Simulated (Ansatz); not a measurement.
Start from `OCN[SiH2]O` and change one atom or group to get `BN[SiH2]O`.

Ansatz, PBE0-D4/def2-TZVP geometries, multiplicity 1. Each molecule was computed in one conformer, which needn't be the lowest.

```json
{"property": "LUMO energy (PBE/def2-TZVPP) / eV", "`OCN[SiH2]O`": "-0.09"}
{"property": "HOMO–LUMO gap (ωB97M-V/def2-TZVPP) / eV", "`OCN[SiH2]O`": "12.23"}
{"property": "HOMO energy (PBE/def2-TZVPP) / eV", "`OCN[SiH2]O`": "-6.23"}
{"property": "LUMO energy (PBE0/def2-TZVPP) / eV", "`OCN[SiH2]O`": "0.76"}
{"property": "size of the dipole moment (B3LYP/def2-TZVPP) / D", "`OCN[SiH2]O`": "3.11"}
{"property": "HOMO energy (ωB97M-V/def2-TZVPP) / eV", "`OCN[SiH2]O`": "-10.05"}
```

(1) What does the change do to each property? (Estimate.)

## Answers

(1) Computed: 
| property | `BN[SiH2]O` | shift |
| --- | --- | --- |
| LUMO energy (PBE/def2-TZVPP) / eV | -1.25 | -1.16 |
| HOMO–LUMO gap (ωB97M-V/def2-TZVPP) / eV | 12.73 | 0.50 |
| HOMO energy (PBE/def2-TZVPP) / eV | -7.42 | -1.19 |
| LUMO energy (PBE0/def2-TZVPP) / eV | -0.27 | -1.03 |
| size of the dipole moment (B3LYP/def2-TZVPP) / D | 0.83 | -2.28 |
| HOMO energy (ωB97M-V/def2-TZVPP) / eV | -11.15 | -1.10 |

With PBE0 the HOMO falls by 1.15 eV and the LUMO falls by 1.03 eV, so the gap widens by about 0.12 eV. PBE moves the HOMO by -1.19 eV and ωB97M-V by -1.10 eV. Dipoles are sizes alone; their direction can turn.

B3LYP here is the variant with VWN-RPA as its local correlation; programs differ in this.
